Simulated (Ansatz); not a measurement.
Gas-phase electronic energies from Ansatz, PBE0-D4/def2-TZVP geometries. CCSD(T)/CBS is the MP2 limit (def2-TZVPP, def2-QZVPP) plus CCSD(T) − MP2 in def2-TZVPP, frozen cores. DFT in def2-TZVPP. B3LYP here is the variant with VWN-RPA as its local correlation; programs differ in this. Each species was taken in one conformer, which may not be the lowest.

`BC1(C)CC1` + `CN[SiH2][SiH3]` → `BN(C)[SiH2][SiH3]` + `CC1CC1`  (ligand exchange at a B–C bond)

```csv
level,ΔE (kJ/mol),difference from CCSD(T)/CBS
PBE-D4,-124.9,2.1
B3LYP-D4,-127.6,-0.6
ωB97M-V,-128.0,-1.0
PBE,-123.9,3.1
r2SCAN,-124.6,2.4
B3LYP,-125.9,1.1
MP2/def2-TZVPP,-128.8,-1.8
HF/def2-QZVPP,-123.2,3.8
HF/CBS(def2),-123.1,3.9
CCSD/CBS(def2),-126.2,0.8
CCSD(T)/CBS,-127.0,0
```

Largest T1 diagnostic among the species: 0.013.

In def2-TZVPP, CCSD(T) changes the Hartree–Fock value by −6.4 kJ/mol (the triples alone add −0.8 kJ/mol) and MP2 by −5.1 kJ/mol.
